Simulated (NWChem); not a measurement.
System: C$_{2}$H$_{3}$F$_{3}$Si; SMILES F[SiH2]C=C(F)F

Input file for NWChem:

```
start job
memory heap 200 mb stack 900 mb global 1100 mb
geometry units angstroms noautosym nocenter noautoz
  F     -0.306325     2.354199    -0.887518
  Si     0.437261     1.395520     0.198050
  C     -0.504659    -0.181548     0.412988
  C     -0.199441    -1.327376    -0.192018
  F     -0.846077    -2.453023    -0.045756
  F      0.797984    -1.502103    -1.020420
  H      0.453123     2.133931     1.488773
  H      1.809305     1.123027    -0.302886
  H     -1.380528    -0.226063     1.065821
end
basis spherical
  * library def2-svp
end
dft
  xc pbe0
  iterations 150
end
cosmo
  do_cosmo_smd true
  solvent hexane
end
task dft energy
```

Output (shortened):

```
             Northwest Computational Chemistry Package (NWChem) 7.3.0
             --------------------------------------------------------

                             Geometry "geometry" -> ""
                             -------------------------

 Output coordinates in angstroms (scale by  1.889725989 to convert to a.u.)

  No.       Tag          Charge          X              Y              Z
 ---- ---------------- ---------- -------------- -------------- --------------
    1 F                    9.0000    -0.30632500     2.35419900    -0.88751800
    2 Si                  14.0000     0.43726100     1.39552000     0.19805000
    3 C                    6.0000    -0.50465900    -0.18154800     0.41298800
    4 C                    6.0000    -0.19944100    -1.32737600    -0.19201800
    5 F                    9.0000    -0.84607700    -2.45302300    -0.04575600
    6 F                    9.0000     0.79798400    -1.50210300    -1.02042000
    7 H                    1.0000     0.45312300     2.13393100     1.48877300
    8 H                    1.0000     1.80930500     1.12302700    -0.30288600
    9 H                    1.0000    -1.38052800    -0.22606300     1.06582100

 Effective nuclear repulsion energy (a.u.)     292.9464936484

                                 NWChem DFT Module
                                 -----------------

 Summary of "ao basis" -> "ao basis" (spherical)
 ------------------------------------------------------------------------------
       Tag                 Description            Shells   Functions and Types
 ---------------- ------------------------------  ------  ---------------------
 F                          def2-svp                 6       14   3s2p1d
 Si                         def2-svp                 8       18   4s3p1d
 C                          def2-svp                 6       14   3s2p1d
 H                          def2-svp                 3        5   2s1p

 in cosmo_initialize ...
 calling solv_data for solv:hexane

 solvent parameters
 solvname_short: hexane
 solvname_long:  n-hexane
 dielec:        1.8819
 dielecinf:     1.8903
 nonaqueous SMD model solvent descriptors
 dielec:        1.8819
 sola:          0.0000
 solb:          0.0000
 solc:          0.0000
 solg:         25.7500
 solh:          0.0000
 soln:          1.3749

          ---------------
          -cosmo- solvent
          ---------------
 Cosmo: York-Karplus, doi: 10.1021/jp992097l
 dielectric constant -eps-     =   1.88
 screen = (eps-1)/(eps    )    =   0.46862
 surface charge correction     = lagrangian

   van der Waals surface
 --------------------------

 ---------- ATOMIC COORDINATES (A.U.) ------------ VDWR(ANG.) --
     1   -0.57887031    4.44879103   -1.67716583     1.730
     2    0.82630348    2.63715041    0.37426023     2.470
     3   -0.95366723   -0.34307597    0.78043416     1.850
     4   -0.37688884   -2.50837692   -0.36286140     1.850
     5   -1.59885370   -4.63554131   -0.08646630     1.730
     6    1.50797110   -2.83856308   -1.92831419     1.730
     7    0.85627831    4.03254487    2.81337303     1.200
     8    3.41909068    2.12221331   -0.57237155     1.200
     9   -2.60881964   -0.42719713    2.01410964     1.200
 number of segments per atom =        128
 number of   points per atom =        128
 atom (   nspa,  nppa )
 ----------------------
    1 (     67,     0 )       0
    2 (     84,     0 )       0
    3 (     34,     0 )       0
    4 (     32,     0 )       0
    5 (     84,     0 )       0
    6 (     74,     0 )       0
    7 (     32,     0 )       0
    8 (     32,     0 )       0
    9 (     52,     0 )       0
 number of -cosmo- surface points =      491
 molecular surface =    133.309 angstrom**2
 molecular volume  =    115.934 angstrom**3
 -lineq- algorithm             =   0
 -bem- low  level              =   3
 -bem- from -octahedral-
 gaussian surface charge width =   4.50000
 degree of switching           =   1.00000
 switching function tolerance  =   0.00010
 atomic radii =
 --------------
    1  9.000  1.730
    2 14.000  2.470
    3  6.000  1.850
    4  6.000  1.850
    5  9.000  1.730
    6  9.000  1.730
    7  1.000  1.200
    8  1.000  1.200
    9  1.000  1.200
 ...... end of -cosmo- initialization ......

 nat:                     9
 ixmem:                  4523
 calling mnsol_interface()
 G(SMD-CDS) energy (kcal/mol)  =     0.551
 SMD-CDS SASA (angstrom**2)    =   148.394

            General Information
            -------------------
          SCF calculation type: DFT
          Wavefunction type:  closed shell.
          No. of atoms     :     9
          No. of electrons :    56
           Alpha electrons :    28
            Beta electrons :    28
          Charge           :     0
          Spin multiplicity:     1
          Use of symmetry is: off; symmetry adaption is: off
          Maximum number of iterations: 150
          AO basis - number of functions:   103
                     number of shells:    47
          Convergence on energy requested:  1.00D-06
          Convergence on density requested:  1.00D-05
          Convergence on gradient requested:  5.00D-04

              XC Information
              --------------
                         PBE0 Method XC Functional
                     Hartree-Fock (Exact) Exchange  0.250
          PerdewBurkeErnzerhof Exchange Functional  0.750
            Perdew 1991 LDA Correlation Functional  1.000 local
           PerdewBurkeErnz. Correlation Functional  1.000 non-local

             Grid Information
             ----------------
          Grid used for XC integration:  medium
          Radial quadrature: Mura-Knowles
          Angular quadrature: Lebedev.
          Tag              B.-S. Rad. Rad. Pts. Rad. Cut. Ang. Pts.
          ---              ---------- --------- --------- ---------
          F                   0.50       49          12.0       434
          Si                  1.10       88           9.0       590
          C                   0.70       49          11.0       434
          H                   0.35       45          10.0       434
          Grid pruning is: on
          Number of quadrature shells:   468
          Spatial weights used:  Erf1

      Superposition of Atomic Density Guess
      -------------------------------------

 Sum of atomic energies:        -663.36353652

      Non-variational initial energy
      ------------------------------

 Total energy =    -665.451439
 1-e energy   =   -1503.306468
 2-e energy   =     544.908535
 HOMO         =      -0.296157
 LUMO         =       0.042880

   convergence    iter        energy       DeltaE   RMS-Dens  Diis-err
 ---------------- ----- ----------------- --------- --------- ---------
     COSMO gas phase
 d= 0,ls=0.0,diis     1   -666.0353744337 -9.59D+02  1.67D-02  1.35D+00
 d= 0,ls=0.0,diis     2   -665.9245028021  1.11D-01  9.30D-03  2.74D+00
 d= 0,ls=0.0,diis     3   -666.1879496067 -2.63D-01  1.83D-03  2.26D-02
 d= 0,ls=0.0,diis     4   -666.1896573319 -1.71D-03  7.92D-04  1.02D-02
 d= 0,ls=0.0,diis     5   -666.1908306509 -1.17D-03  1.74D-04  8.70D-04
  Resetting Diis
 d= 0,ls=0.0,diis     6   -666.1909072215 -7.66D-05  3.82D-05  2.11D-05
 d= 0,ls=0.0,diis     7   -666.1909093135 -2.09D-06  2.53D-05  4.03D-06
 d= 0,ls=0.0,diis     8   -666.1909089568  3.57D-07  1.46D-05  8.47D-06
 d= 0,ls=0.0,diis     9   -666.1909096747 -7.18D-07  1.14D-06  1.57D-08

   convergence    iter        energy       DeltaE   RMS-Dens  Diis-err
 ---------------- ----- ----------------- --------- --------- ---------
     COSMO solvation phase
 d= 0,ls=0.0,diis     1   -666.1920456109 -1.14D-03  4.33D-04  3.61D-04
 d= 0,ls=0.0,diis     2   -666.1921186774 -7.31D-05  1.20D-04  2.19D-04
 d= 0,ls=0.0,diis     3   -666.1921349373 -1.63D-05  3.33D-05  4.36D-05
 d= 0,ls=0.0,diis     4   -666.1921383984 -3.46D-06  7.76D-06  7.21D-07
 d= 0,ls=0.0,diis     5   -666.1921384595 -6.11D-08  2.96D-06  1.11D-07

         Total DFT energy =     -666.192138459502
      One electron energy =    -1505.253061606571
           Coulomb energy =      609.989848845211
    Exchange-Corr. energy =      -63.794346013903
 Nuclear repulsion energy =      292.946493648402

             COSMO energy =       -0.081073332642

 Numeric. integr. density =       56.000004774134

                                COSMO-SMD solvation results
                                ---------------------------

             internal energy in gas <Psi(g)|H|Psi(g)> =      -666.190909674700
         internal energy in solvent <Psi(s)|H|Psi(s)> =      -666.190810428120
                               delta internal energy  =         0.000099246580 (    0.06 kcal/mol)
   total free energy in solvent <Psi(s)|H+V/2|Psi(s)> =      -666.193016290777
 polarization energy contribution <Psi(s)|V/2|Psi(s)> =        -0.002205862657 (   -1.38 kcal/mol)
    total free energy in solvent including G(SMD-CDS) =      -666.192138459502
                       G(SMD-CDS) energy contribution =         0.000877831274 (    0.55 kcal/mol)
     1 M fixed-concentration free energy of solvation =        -0.001228784802 (   -0.77 kcal/mol)

                       DFT Final Molecular Orbital Analysis
                       ------------------------------------

 Vector   26  Occ=2.000000D+00  E=-3.640908D-01
              MO Center=  2.6D-02,  9.0D-01,  2.7D-01, r^2= 3.2D+00
   Bfn.  Coefficient  Atom+Function         Bfn.  Coefficient  Atom+Function
  ----- ------------  ---------------      ----- ------------  ---------------
    37      0.287315  3 C  py                89     -0.214655  7 H  s
     5     -0.207730  1 F  py                36      0.194446  3 C  px
     4     -0.186842  1 F  px                23     -0.185630  2 Si py
    40      0.171698  3 C  py                22     -0.157161  2 Si px
     8      0.151850  1 F  py                94     -0.139157  8 H  s

 Vector   27  Occ=2.000000D+00  E=-3.510139D-01
              MO Center=  7.9D-01,  1.6D+00,  2.4D-01, r^2= 2.6D+00
   Bfn.  Coefficient  Atom+Function         Bfn.  Coefficient  Atom+Function
  ----- ------------  ---------------      ----- ------------  ---------------
    94      0.332760  8 H  s                 89     -0.291482  7 H  s
    95      0.233962  8 H  s                 90     -0.210583  7 H  s
     6     -0.198053  1 F  pz                24     -0.192747  2 Si pz
     4      0.168913  1 F  px                22      0.167137  2 Si px
     9      0.145592  1 F  pz                 7     -0.123638  1 F  px

 Vector   28  Occ=2.000000D+00  E=-2.960669D-01
              MO Center= -3.2D-01, -6.4D-01,  1.2D-01, r^2= 2.1D+00
   Bfn.  Coefficient  Atom+Function         Bfn.  Coefficient  Atom+Function
  ----- ------------  ---------------      ----- ------------  ---------------
    38      0.331315  3 C  pz                52      0.261535  4 C  pz
    36      0.255747  3 C  px                41      0.254819  3 C  pz
    50      0.206676  4 C  px                39      0.203304  3 C  px
    66      0.167175  5 F  pz                80      0.167473  6 F  pz
    64      0.130751  5 F  px                78      0.130821  6 F  px

 Vector   29  Occ=0.000000D+00  E=-2.121956D-02
              MO Center= -2.8D-02, -2.0D-01,  9.2D-02, r^2= 3.5D+00
   Bfn.  Coefficient  Atom+Function         Bfn.  Coefficient  Atom+Function
  ----- ------------  ---------------      ----- ------------  ---------------
    52     -0.397969  4 C  pz                27      0.375865  2 Si pz
    55     -0.362579  4 C  pz                26     -0.319334  2 Si py
    50     -0.309185  4 C  px                53     -0.269976  4 C  px
    25      0.255179  2 Si px                 3      0.238625  1 F  s
    41      0.229007  3 C  pz                40     -0.180912  3 C  py

 Vector   30  Occ=0.000000D+00  E= 6.781508D-02
              MO Center=  1.0D-01,  9.7D-01,  4.8D-01, r^2= 5.1D+00
   Bfn.  Coefficient  Atom+Function         Bfn.  Coefficient  Atom+Function
  ----- ------------  ---------------      ----- ------------  ---------------
    35      1.404825  3 C  s                 26      1.099438  2 Si py
   100     -0.953936  9 H  s                 90     -0.769853  7 H  s
    25      0.404083  2 Si px                40      0.339688  3 C  py
    17      0.305384  2 Si s                 27      0.259595  2 Si pz
    49     -0.223932  4 C  s                 41      0.209417  3 C  pz

 Vector   31  Occ=0.000000D+00  E= 7.512013D-02
              MO Center=  2.0D-01,  6.9D-01,  1.9D-01, r^2= 4.3D+00
   Bfn.  Coefficient  Atom+Function         Bfn.  Coefficient  Atom+Function
  ----- ------------  ---------------      ----- ------------  ---------------
    27      0.797270  2 Si pz                25      0.626556  2 Si px
    41     -0.479948  3 C  pz                35      0.474095  3 C  s
    39     -0.447839  3 C  px                49     -0.446722  4 C  s
    90     -0.443886  7 H  s                  3      0.426529  1 F  s
    26     -0.423635  2 Si py                95     -0.360056  8 H  s

     Multipole analysis of the density
     ---------------------------------

     L   x y z        total         alpha         beta         nuclear
     -   - - -        -----         -----         ----         -------
     0   0 0 0     -0.000000    -28.000000    -28.000000     56.000000

     1   1 0 0      0.038514      0.407414      0.407414     -0.776315
     1   0 1 0     -0.348631      0.670120      0.670120     -1.688871
     1   0 0 1      0.548386     10.887856     10.887856    -21.227326

     2   2 0 0    -29.168135    -55.377059    -55.377059     81.585983
     2   1 1 0      0.947481    -27.010432    -27.010432     54.968344
     2   1 0 1     -0.544249      9.881161      9.881161    -20.306572
     2   0 2 0    -33.178188   -316.992264   -316.992264    600.806340
     2   0 1 1      1.516569     -5.571829     -5.571829     12.660227
     2   0 0 2    -30.109884    -53.831739    -53.831739     77.553595
```

Level: PBE0/def2-SVP, SMD on the gas-phase geometry. Coordinates come from a PBE0/def2-SVP optimisation. Solvent: n-hexane.
